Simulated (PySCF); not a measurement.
Bonds (- single, = double, # triple, : aromatic): F1-C2 1.344 Å, C2-F3 1.341 Å, C2-F4 1.344 Å, C2-C5 1.481 Å, C5=C6 1.334 Å, C6-C7 1.428 Å, C7=C8 1.323 Å, C8-C6 1.430 Å. C5 carries H9; C7 carries H10; C8 carries H11.

Geometry: PBE0-D3(BJ)/def2-SVP; GIAO shifts from PySCF 2.14.0 with density-fitted response routines, gas phase, non-relativistic, averaged over equivalent atoms.

At PBE0/6-31G* (118 basis functions, 8.5 s wall time on 1 thread of an Arm Neoverse V2, shared host):
```
   atoms  δ (ppm)
F1/F3/F4    -75.1
      C7    130.6
      C8    125.9
      C2    124.0
      C6    114.2
      C5     70.0
     H10     8.01
     H11     7.71
      H9     4.13
```

Referencing at the same level of theory: CFCl3 for $^{19}$F (σref 198.90); TMS for $^{13}$C (σref 194.14) and $^{1}$H (σref 31.96).

**Question.** What do these become at PBE0/def2-TZVP?

**Answer.** 
| atoms | δ at PBE0/def2-TZVP | change |
| --- | --- | --- |
| F1/F3/F4 | -69.4 | +5.7 |
| C7 | 141.8 | +11.2 |
| C8 | 136.9 | +11.0 |
| C2 | 133.9 | +9.9 |
| C6 | 124.6 | +10.4 |
| C5 | 74.1 | +4.1 |
| H10 | 8.46 | +0.45 |
| H11 | 8.12 | +0.41 |
| H9 | 4.43 | +0.30 |

Scale: $^{19}$F (178.85 ppm) vs CFCl3; TMS for $^{13}$C (186.65 ppm), $^{1}$H (31.48 ppm) (reference shieldings calculated alike).

The largest change is at C7 (alkene CH). Cost: 266 basis functions, 34 s wall time on 1 thread of an Arm Neoverse V2, shared host. The order of the carbon signals is the same at both levels.

Unscaled 19F shifts against computed CFCl3 carry errors that often reach 10 to 50 ppm.
